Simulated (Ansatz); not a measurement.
MgF-, closed-shell singlet (lowest of 2S+1 = 1, 3 at CCSD(T)/def2-TZVPP on PBE0 minima; our sources give no spin for the ground state, which may be another), most abundant isotopes (18.9984 and 23.9850 u). Constants from fifth-degree fits in 1/R to seven points on the lowest solution found; no spin–orbit coupling, no relativity up to Kr; ω_e x_e and α_e move by some per cent with the fit.

Correlated levels freeze the inner cores; with def2 sets outer-core shells near the valence are correlated too.

Codes used: Ansatz (an electronic-structure program) with Gaussian orbitals. Each number belongs to the level named beside it.

```
level               r_e (Å)  ω_e (cm⁻¹)  ω_e x_e (cm⁻¹)  α_e (cm⁻¹)
------------------  -------  ----------  --------------  ----------
PBE/def2-TZVPP       1.8579       543.9            4.53     0.00553
CCSD(T)/def2-QZVPP   1.8165       595.5            5.70     0.00592
```

Task: Derive the rotational constants, the centrifugal constant, the fundamental, the zero-point energy and the force constant.

Result: 
μ = 10.60123 u.
- PBE/def2-TZVPP: B_e = 16.8576/(μ r_e²) = 0.46069 cm⁻¹; B₀ = B_e − α_e/2 = 0.45792 cm⁻¹; D = 4B_e³/ω_e² = 1.32e-06 cm⁻¹; fundamental ω_e − 2ω_e x_e = 535 cm⁻¹; zero-point energy ω_e/2 − ω_e x_e/4 = 271 cm⁻¹; k = μ(2πcω_e)² = 185 N/m; the line J = 1 ← 0 at 2B₀ = 27.46 GHz
- CCSD(T)/def2-QZVPP: B_e = 16.8576/(μ r_e²) = 0.48189 cm⁻¹; B₀ = B_e − α_e/2 = 0.47894 cm⁻¹; D = 4B_e³/ω_e² = 1.26e-06 cm⁻¹; fundamental ω_e − 2ω_e x_e = 584 cm⁻¹; zero-point energy ω_e/2 − ω_e x_e/4 = 296 cm⁻¹; k = μ(2πcω_e)² = 221 N/m; the line J = 1 ← 0 at 2B₀ = 28.72 GHz

Doubts at one or more of the structures used: a restricted determinant that unrestricted orbitals would lower (CCSD(T)/def2-QZVPP).
